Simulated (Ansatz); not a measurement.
`[CH3][W](=[NH])(=[NH])[NH2]`. Charge 0, multiplicity 1. W takes the def2 core potential.

```xyz
12

C    -1.3459   -1.0806   -0.3354
W     0.3674    0.1578   -0.0739
N     0.4425    1.1196   -1.5403
N     1.6876   -0.9683    0.1904
N     0.1016    1.2948    1.4891
H    -2.2348   -0.4623   -0.4872
H    -1.2281   -1.7314   -1.2045
H    -1.4912   -1.7094    0.5474
H     0.8384    1.4570   -2.4032
H     2.5603   -1.4302   -0.0102
H    -0.1954    2.2574    1.4323
H     0.4976    1.0956    2.3954
```

What are the harmonic wavenumbers in cm⁻¹ at PBE0-D4/def2-TZVP (Ansatz, finite differences of forces, unscaled)? (Best estimate.)

The calculation gave: 168, 175, 204, 211, 221, 264, 383, 473, 522, 541, 597, 635, 638, 673, 683, 714, 717, 980, 1026, 1214, 1427, 1433, 1551, 3041, 3130, 3137, 3581, 3659, 3661, 3680.

Is this a minimum?

Yes, all 30 modes are real.

Give the ideal-gas thermochemistry at 298.15 K and 1 bar (rigid rotor, harmonic oscillator; point group Cs, symmetry number 1).

Zero-point energy 235.3 kJ/mol; H(298) − E = 259.1 kJ/mol; entropy 365.8 J/(mol·K), of which translation 177.5, rotation 112.0, vibration 76.2; G(298) − E = 150.0 kJ/mol.
